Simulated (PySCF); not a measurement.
# How methods differ on the interval between two levels of Nb³⁺

Nb³⁺ [Kr] 4d2 [3F4, M_J = 4] → Nb³⁺ [Kr] 4d1 5p1 [3F4, M_J = 4], as a difference of total energies. All numbers are calculated (PySCF 2.14, the two-component X2C-1e Hamiltonian, in x2c-TZVPall-2c (8s9p7d1f, 77 functions)). Correlated levels: [Ar] 3d10 frozen; the 6 highest virtual spinors dropped. "Screened" scales the spin-orbit matrix elements by Boettger's factors to mimic the two-electron term; Breit and QED terms are absent.

```tsv
method	interval between two levels (cm⁻¹)
GHF (spin-free)	99100
GMP2 (spin-free)	97732
GHF (screened spin-orbit)	99718
GMP2 (screened spin-orbit)	98396
```

The labels give the starting determinants; with spin-orbit coupling the two ends relaxed to ⟨J²⟩ = 20.01, ⟨L²⟩ = 12.03, ⟨S²⟩ = 2.00 and ⟨J²⟩ = 20.01, ⟨L²⟩ = 12.01, ⟨S²⟩ = 2.01.
